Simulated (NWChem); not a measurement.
System: GeH$_{4}$Se; SMILES [SeH][GeH3]

Here is an NWChem input.

```
start job
memory heap 200 mb stack 900 mb global 1100 mb
geometry units angstroms noautosym nocenter noautoz
  Ge    -0.003210     1.159219    -0.001155
  Se    -0.048694    -1.198582    -0.005641
  H      0.729705     1.691608    -1.244798
  H     -1.480489     1.578952    -0.030175
  H      0.678827     1.689777     1.271946
  H      1.418461    -1.308334     0.008051
end
basis spherical
  * library def2-svpd
end
dft
  xc pbe0
  iterations 150
end
property
  response 1 0.0
end
task dft property
```

Structure relaxed at the PBE0/def2-SVP level.

Static field.

### Question
Predict the main results of this run. (PBE0/def2-SVPD.) Quantities: isotropic polarisability (bohr³); anisotropy (bohr³).

### Answer
```yaml
isotropic polarisability (bohr³): 63.0
anisotropy (bohr³): 21.2
```
